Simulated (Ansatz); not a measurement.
PBE exchange is replaced step by step with exact exchange (0 % is PBE, 25 % PBE0; no dispersion term), basis def2-TZVPD, Ansatz. System: the cluster Ag2Pd⁻ (the lowest doublet isomer of a short search). The state is a doublet with charge -1. Geometry: PBE-D4/def2-TZVPD.

Geometry of the doublet:

```tsv
atom	x (Å)	y (Å)	z (Å)
Pd1	0.004	0.002	0.003
Ag2	-2.027	-0.814	-1.477
Ag3	2.023	0.812	1.473
```

In the def2 sets Ag, Pd take a core potential; there is no spin–orbit coupling. At PBE-D4/def2-TZVPD an occupied level of the charge -1 doublet lies above an empty one (by up to 0.05 eV), so this SCF solution is probably not the lowest. At PBE-D4/def2-TZVPD the gap within one spin of the charge -1 doublet nearly closes, so an electron or hole may be smeared out by delocalisation error. The geometry of the doublet was relaxed on an unsound state (an occupied level 0.05 eV above an empty one). The structure comes from a short search, and lower isomers may exist.

HOMO and LUMO are taken over both spins.

```
exact exchange (%)  HOMO (eV)  LUMO (eV)  gap (eV)   ⟨S²⟩
                 0      -0.21      -0.25     -0.05  0.753
                 5      -0.29      -0.02      0.26  0.752
                10      -0.36       0.25      0.61  0.752
                15      -0.45       0.52      0.97  0.752
                25      -0.62       1.10      1.72  0.753
                35      -0.80       1.72      2.52  0.754
```

(1) Estimate the row for 50 %.

Answers

(1) 
```json
{"exact exchange (%)": "50", "HOMO (eV)": "-1.07", "LUMO (eV)": "2.62", "gap (eV)": "3.70", "⟨S²⟩": "0.755"}
```
